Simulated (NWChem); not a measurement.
Correlation energy of Sn (+1)

```xyz
1

Sn     0.0000     0.0000     0.0000
```
Charge +1, spin multiplicity 2.

All runs are NWChem calculations.

Basis set: def2-SVP. Each correlation energy counts from its own Hartree-Fock reference.

Effective core potentials replace the inner electrons of Sn; spin-orbit coupling is left out. The correlated methods keep 4 core orbitals frozen. The stability of the SCF solutions was not checked. Open-shell Hartree-Fock references start from PBE0 orbitals. Coupled-cluster values serve here as a point of comparison, not as the truth.

Question: For the correlation energy, UMP2 gives -46.3 mHa and SCS-UMP2 gives -48.4 mHa. What do CCSD on UHF, CCSD[T] on UHF, CCSD(T) on UHF give?

Answer: CCSD on UHF: -61.0 mHa; CCSD[T] on UHF: -62.3 mHa; CCSD(T) on UHF: -62.2 mHa.
